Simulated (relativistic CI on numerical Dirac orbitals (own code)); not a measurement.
**From line strength to rate: Sn+ 1400.44 Å (vacuum)**

Problem. For 5s2 5p 2P°_1/2 – 5s2 5d 2D_3/2 of Sn+ a semi-empirical relativistic CI calculation gives the line strength S = 11.81 e²a₀² in the length gauge. The measured levels are 0.00 and 71406.14 cm⁻¹ (NIST Handbook). Find gf, f, A and the partial lifetime.

Working.
1. σ = 71406.14 − 0.00 = 71406.14 cm⁻¹, so the vacuum wavelength is 10⁸/σ = 1400.44 Å.
2. gf = 303.756 S/λ(Å) = 2.562, log gf = 0.409; with g = 2 for the lower level, f = 1.28.
3. A = 2.02613 × 10¹⁸ S/(g_u λ³) with g_u = 4: A = 2.18 × 10^9 s⁻¹.
4. The partial lifetime for this S is 1/A = 0.459 ns; in the calculation this line carries 91 % of the decay of the upper level.

Check. The Handbook lists A = 1.75 × 10^9 s⁻¹, a tabulated value with its own uncertainty (a few per cent for the best lines, 25 % or more for others); ours lies 24 % above it. The velocity form of the same calculation gives S = 10.9, and the gap between the two forms is a rough gauge of the error in S. With the computed energy (73673 cm⁻¹) in place of the measured one the rate would change by the factor (σ_calc/σ)³ = 1.10.
